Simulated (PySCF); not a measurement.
How methods differ on the interval between two levels of Cr³⁺

Cr³⁺ [Ar] 3d3 [4F9/2, M_J = 9/2] → Cr³⁺ [Ar] 3d2 4s1 [4F9/2, M_J = 9/2], as a difference of total energies. All numbers are calculated (PySCF 2.14, the two-component X2C-1e Hamiltonian, in x2c-SVPall-2c with one added diffuse shell each of s, d type (6s5p4d1f, 48 functions)). Correlated levels: [Ne] frozen; the 6 highest virtual spinors dropped. "Screened" scales the spin-orbit matrix elements by Boettger's factors to mimic the two-electron term; Breit and QED terms are absent.

```csv
method,interval between two levels (cm⁻¹)
GHF (spin-free),125380
GMP2 (spin-free),123630
GHF (screened spin-orbit),125410
GMP2 (screened spin-orbit),123660
```

The labels give the starting determinants; with spin-orbit coupling the two ends relaxed to ⟨J²⟩ = 24.75, ⟨L²⟩ = 12.01, ⟨S²⟩ = 3.75 and ⟨J²⟩ = 24.75, ⟨L²⟩ = 12.01, ⟨S²⟩ = 3.75.
